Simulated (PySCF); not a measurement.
SMILES [Si](C)(C)(C)O[SiH2]N, GFN2-xTB optimised geometry.

```
20

Si    -0.73    -0.79    -2.40
C     -1.47    -0.02    -3.98
C     -1.96    -2.01    -1.60
C      0.92    -1.65    -2.75
O     -0.48     0.46    -1.39
Si     0.08     1.09     0.00
N     -0.39     0.03     1.27
H     -0.79     0.70    -4.42
H     -1.68    -0.78    -4.73
H     -2.40     0.50    -3.77
H     -2.20    -2.83    -2.26
H     -2.89    -1.51    -1.33
H     -1.54    -2.43    -0.69
H      1.64    -0.96    -3.19
H      0.81    -2.48    -3.45
H      1.36    -2.04    -1.84
H     -0.51     2.43     0.00
H      1.54     1.09     0.00
H     -0.13     0.25     2.22
H     -1.32    -0.36     1.26
```

Density from B3LYP/def2-SVP run with PySCF at that geometry.

Minimum of the electron density along straight lines between bonded atoms, close to the bond critical point (lines longer than 1.1 times the sum of covalent radii, or with two minima, are not listed):

| bond | length / Å | ρ at the minimum / e bohr⁻³ | ∇²ρ there / e bohr⁻⁵ | position (fraction from the first atom) |
|---|---|---|---|---|
| Si1–C2 | 1.903 | 0.112 | 0.31 | 0.38 |
| Si1–C3 | 1.906 | 0.111 | 0.31 | 0.38 |
| Si1–C4 | 1.903 | 0.112 | 0.31 | 0.38 |
| Si1–O5 | 1.632 | 0.123 | 1.05 | 0.41 |
| O5–Si6 | 1.620 | 0.127 | 1.08 | 0.59 |
| Si6–N7 | 1.723 | 0.124 | ? | 0.40 |
| C2–H8 | 1.086 | 0.272 | -0.97 | 0.62 |
| C2–H9 | 1.085 | 0.272 | -0.97 | 0.62 |
| C2–H10 | 1.086 | 0.272 | -0.97 | 0.62 |
| C3–H11 | 1.085 | 0.272 | -0.97 | 0.62 |
| C3–H12 | 1.086 | 0.272 | -0.96 | 0.62 |
| C3–H13 | 1.086 | 0.272 | -0.97 | 0.62 |
| C4–H14 | 1.086 | 0.272 | -0.97 | 0.62 |
| C4–H15 | 1.085 | 0.272 | -0.97 | 0.62 |
| C4–H16 | 1.086 | 0.272 | -0.97 | 0.62 |
| Si6–H17 | 1.466 | 0.119 | 0.33 | 0.49 |
| Si6–H18 | 1.461 | 0.119 | 0.34 | 0.49 |
| N7–H19 | 1.006 | 0.332 | -1.52 | 0.76 |
| N7–H20 | 1.008 | 0.331 | -1.51 | 0.76 |

Some entries are withheld; supply them.


- Si6–N7, ∇²ρ there / e bohr⁻⁵: 0.74
